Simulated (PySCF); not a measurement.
Ligand exchange on a metal centre used in film growth or etching (Ti OH-H). Isolated molecules, 0 K electronic values unless said otherwise. One relaxed conformer stands for each flexible species; it need not be the lowest.

The LUMO from two functionals at the same geometries (r2SCAN-D4/def2-SVP), both in PySCF: PBE-D3(BJ)/def2-TZVP and TPSSh-D3(BJ)/def2-TZVP. 

```csv
species,TPSSh-D3(BJ)/def2-TZVP (eV)
0 of 4 OH replaced by H ([Ti(OH)4]),-1.65
1 of 4 OH replaced by H,-1.80
2 of 4 OH replaced by H ([Ti(OH)2(H)2]),-2.48
3 of 4 OH replaced by H,-2.88
4 of 4 OH replaced by H ([Ti(H)4]),-3.57
```

**Question.** What does PBE-D3(BJ)/def2-TZVP give for each?

**Answer.** 
- 0 of 4 OH replaced by H ([Ti(OH)4]): -2.08
- 1 of 4 OH replaced by H: -2.31
- 2 of 4 OH replaced by H ([Ti(OH)2(H)2]): -3.07
- 3 of 4 OH replaced by H: -3.50
- 4 of 4 OH replaced by H ([Ti(H)4]): -4.29
Over these rows, drawn at random from the members with no instability flagged (it was tested for open shells, ions and some series alone), PBE minus TPSSh-D3(BJ): mean -0.57 eV, from -0.72 eV to -0.43 eV.
